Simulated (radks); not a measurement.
Task: All-electron atom: In29+ in [Ar] 3d1.75 4p0.25 (fractional occupations, a model configuration). Calculated with a radial shooting solver on a logarithmic mesh with Libxc functionals: Dirac Kohn-Sham, PBE, spin-unpolarised, spherical densities, finite nucleus; open shells fill j = l - 1/2 first; Fermi nuclear charge, rms radius 4.6156 fm. Some entries of the table are withheld. Estimate them.

orbital  occ.  eigenvalue (hartree)  <r> (bohr)
1s1/2       2             -1069.680     0.02972
2s1/2       2             -202.1311      0.1272
2p1/2       2                   (1)         (2)
2p3/2       4                   (3)         (4)
3s1/2       2             -71.04546      0.3214
3p1/2       2                   (5)      0.3083
3p3/2       4                   (6)      0.3167
3d3/2    1.75             -59.68328      0.2795
3d5/2       0             -59.28616      0.2821
4s1/2       0             -35.37095      0.6281
4p1/2    0.25                   (7)      0.6245
4p3/2       0                   (8)      0.6362
4d3/2       0             -30.87594         (9)
4d5/2       0             -30.73675        (10)
4f5/2       0             -28.52173      0.5598
4f7/2       0             -28.47864      0.5613
5p1/2       0             -20.42554       1.040
5p3/2       0             -20.13863       1.055

Result: 
(1) 2p1/2 eigenvalue (hartree): -192.2161
(2) 2p1/2 <r> (bohr): 0.1076
(3) 2p3/2 eigenvalue (hartree): -184.3731
(4) 2p3/2 <r> (bohr): 0.1127
(5) 3p1/2 eigenvalue (hartree): -67.31419
(6) 3p3/2 eigenvalue (hartree): -65.55924
(7) 4p1/2 eigenvalue (hartree): -33.82475
(8) 4p3/2 eigenvalue (hartree): -33.21863
(9) 4d3/2 <r> (bohr): 0.6157
(10) 4d5/2 <r> (bohr): 0.6190
